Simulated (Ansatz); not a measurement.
CH7ClOSi2 (`C[SiH2][SiH](O)Cl`), one more setting.

```yaml
crystal:
  periodic: [false, false, false]
  atoms:
    - {symbol: C, position_ang: [-1.520926, -0.736321, -0.868351]}
    - {symbol: Si, position_ang: [-0.183091, -1.056376, 0.402119]}
    - {symbol: Si, position_ang: [1.108103, 0.868116, 0.695924]}
    - {symbol: O, position_ang: [1.780083, 1.233346, -0.757578]}
    - {symbol: Cl, position_ang: [-0.149347, 2.404416, 1.297576]}
    - {symbol: H, position_ang: [-2.148997, -1.619672, -1.001673]}
    - {symbol: H, position_ang: [-2.155339, 0.094117, -0.551811]}
    - {symbol: H, position_ang: [-1.077177, -0.478721, -1.832090]}
    - {symbol: H, position_ang: [0.706522, -2.175565, -0.017350]}
    - {symbol: H, position_ang: [-0.766936, -1.406175, 1.727082]}
    - {symbol: H, position_ang: [2.148646, 0.804417, 1.756680]}
    - {symbol: H, position_ang: [2.335558, 2.013216, -0.816629]}
basis:
  gaussian: {orbitals: def2-SVPD}
magnetization: {spin_polarized: true, initial_magnetization: 2}
hamiltonian: {xc: {name: BLYP}}
accuracy: high
```

```sh
$ ansatz run in.yaml --threads 4 --pin off --events-out ev --progress --plain --max-ram 10444MiB
```

Shortened log:

```
Functional definition: BLYP
3387 factors; integrals over basis functions are off by at most 3.8e-9 eV
mean field evaluation 1: about -31444.8861 eV, gradient 6.0e1 eV
mean field evaluation 2: about -31339.9632 eV, gradient 1.5e2 eV
mean field evaluation 4: about -31451.6461 eV, gradient 3.8e1 eV
mean field evaluation 8: about -31460.8505 eV, gradient 1.6e0 eV
mean field evaluation 16: about -31460.8627 eV, gradient 1.4e-2 eV
mean field evaluation 32: about -31460.8627 eV, gradient 8.2e-7 eV
mean field -31460.86267608 eV, -1156.1653784074 hartree, gradient 6.3e-8 eV, S^2 2.002096; 6 other end points of the search recorded, 0 dependent functions left out
reference -31460.86274204 eV, -1156.1653808312 hartree; 34, 32 occupied and 140, 142 virtual orbitals, 3387 factors
Total energy: -31460.86274204 eV, -1156.1653808312 hartree
```

Hardware: 4 threads of an Arm Neoverse V2 on a shared host. Wall time 27 s, peak host memory 0.99 GiB.
